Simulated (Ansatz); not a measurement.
B₈N₈H₂₂, a nanocrystal cut from wurtzite BN (hydrogen-capped) was relaxed with PBE-D4 (def2-SVP) in Ansatz in these states: charge -1 doublet, neutral singlet. The geometries follow in no particular order.

A:

```xyz
38

B     0.1300   -2.8641   -0.7617
N     0.5109   -1.9689   -2.0440
N    -0.3413   -1.8105    0.3317
B     0.8333   -0.8313    0.7239
B     0.2928   -0.4071   -1.8251
N     1.1653    0.0305   -0.5898
N     0.3623    0.1962    1.8261
B     1.5451    1.1727    2.2445
B     0.9885    1.5761   -0.3481
N     1.8960    1.9791    0.8964
B    -1.6149   -1.0430   -0.1540
N    -1.1963   -0.1657   -1.4116
N    -2.0388   -0.0247    0.9932
B    -0.8942    1.0123    1.3767
B    -1.4434    1.3966   -1.1955
N    -0.5120    1.7853    0.0414
H     1.1309   -3.4642   -0.3739
H    -0.7976   -3.6170   -1.0570
H     1.4865   -2.1370   -2.3213
H    -0.0387   -2.2644   -2.8611
H    -0.5742   -2.3902    1.1487
H     1.8132   -1.4609    1.1081
H     0.6023    0.1950   -2.8487
H     2.1486   -0.1272   -0.8413
H     0.1515   -0.3204    2.6901
H     2.5291    0.5256    2.5983
H     1.1596    1.9681    3.1009
H     1.3195    2.2399   -1.3258
H     2.8851    1.8485    0.6479
H     1.8061    2.9912    1.0527
H    -2.5521   -1.7984   -0.4026
H    -1.7985   -0.4212   -2.2027
H    -2.3882   -0.5206    1.8236
H    -2.8354    0.5247    0.6304
H    -1.3011    1.7700    2.2548
H    -1.1218    2.0295   -2.1968
H    -2.6356    1.6067   -0.9160
H    -0.6727    2.7886    0.1878
```

B:

```tsv
atom	x (Å)	y (Å)	z (Å)
B1	-1.972	2.179	-0.297
N2	-0.489	2.801	-0.389
N3	-1.732	0.673	0.097
B4	-0.900	-0.085	-1.010
B5	0.667	1.768	-0.032
N6	0.556	0.576	-1.040
N7	-0.714	-1.602	-0.620
B8	0.071	-2.389	-1.736
B9	1.672	-0.479	-0.739
N10	1.506	-1.659	-1.794
B11	-1.049	0.561	1.498
N12	0.410	1.184	1.396
N13	-0.931	-0.983	1.797
B14	-0.015	-1.751	0.770
B15	1.549	0.135	1.772
N16	1.401	-1.033	0.698
H17	-2.519	2.276	-1.403
H18	-2.598	2.778	0.587
H19	-0.289	3.156	-1.346
H20	-0.389	3.625	0.235
H21	-2.658	0.180	0.171
H22	-1.453	0.014	-2.109
H23	1.755	2.346	-0.108
H24	0.740	0.960	-1.997
H25	-1.679	-2.010	-0.519
H26	-0.480	-2.282	-2.838
H27	0.242	-3.572	-1.413
H28	2.806	-0.004	-0.848
H29	1.681	-1.248	-2.734
H30	2.277	-2.337	-1.643
H31	-1.713	1.109	2.388
H32	0.489	1.964	2.072
H33	-1.915	-1.402	1.733
H34	-0.594	-1.135	2.760
H35	0.096	-2.936	1.114
H36	2.665	0.659	1.693
H37	1.367	-0.309	2.922
H38	2.140	-1.727	0.909
```

Q: Judge from the bond lengths which geometry belongs to which state (an estimate).

A: A is the neutral singlet (N13–H33 1.028 Å, N3–H21 1.028 Å, N7–H25 1.028 Å); B is the charge -1 doublet (N13–H33 1.071 Å, N3–H21 1.052 Å, N7–H25 1.052 Å).

At PBE-D4/def2-SVP the highest occupied level of the relaxed charge -1 doublet lies above zero (up to 2.97 eV). By energy differences it is unbound by 1.09 eV (each at its own geometry, against the charge 0 singlet, at PBE0-D4/def2-TZVP) and held by the finite basis.
